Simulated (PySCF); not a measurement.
CH₅ClO₃Si, SMILES CO[Si](O)(O)Cl. Atoms are numbered in the order given.

```xyz
11

C      2.3643    -0.4206     0.1369
O      1.1180    -0.9290    -0.2968
Si    -0.3518    -0.3125     0.0689
O     -0.6223    -0.4647     1.6803
O     -1.5263    -1.1039    -0.7605
Cl    -0.3633     1.7017    -0.4602
H      2.4803    -0.5282     1.2290
H      3.1635    -0.9912    -0.3590
H      2.4763     0.6459    -0.1253
H     -1.4541    -0.1266     2.0316
H     -1.5050    -1.0491    -1.7231
```

Geometry optimised at B3LYP-D3(BJ)/def2-SVP. The values are those of a single conformer.

Two levels are set side by side: PBE/pcSseg-1 (PySCF) and KT2/pcSseg-1 (PySCF). GIAO shifts against H2O (¹⁷O), HCl (³⁵Cl), TMS (²⁹Si), TMS (¹H), TMS (¹³C) at the same level; non-relativistic, no solvent, atoms listed together averaged. Without spin–orbit terms, shifts of atoms bonded to Cl or Br come out too high at both levels. Differences are taken from unrounded values.

```json
[
 {"quantity": "δ(¹³C) of C1 (ppm)", "KT2": "56.7"},
 {"quantity": "δ(¹⁷O) of O2 (ppm)", "KT2": "55.3"},
 {"quantity": "δ(²⁹Si) of Si3 (ppm)", "KT2": "-52.0"},
 {"quantity": "δ(³⁵Cl) of Cl6 (ppm)", "KT2": "51.3"},
 {"quantity": "δ(¹H) of H10, H11 (ppm)", "KT2": "2.43"}
]
```

Problem. What does PBE give, and how far is it from KT2? (An estimate is asked for; the answer gives what the named calculation found.)

Solution. 
| quantity | PBE | PBE minus KT2 |
|---|---|---|
| δ(¹³C) of C1 (ppm) | 57.3 | 0.5 |
| δ(¹⁷O) of O2 (ppm) | 58.4 | 3.0 |
| δ(²⁹Si) of Si3 (ppm) | -55.9 | -3.9 |
| δ(³⁵Cl) of Cl6 (ppm) | 50.2 | -1.1 |
| δ(¹H) of H10, H11 (ppm) | 2.38 | -0.05 |

Rough cost on one machine, each run with all the roots and properties that it gave: KT2 against PBE within a factor of 2.
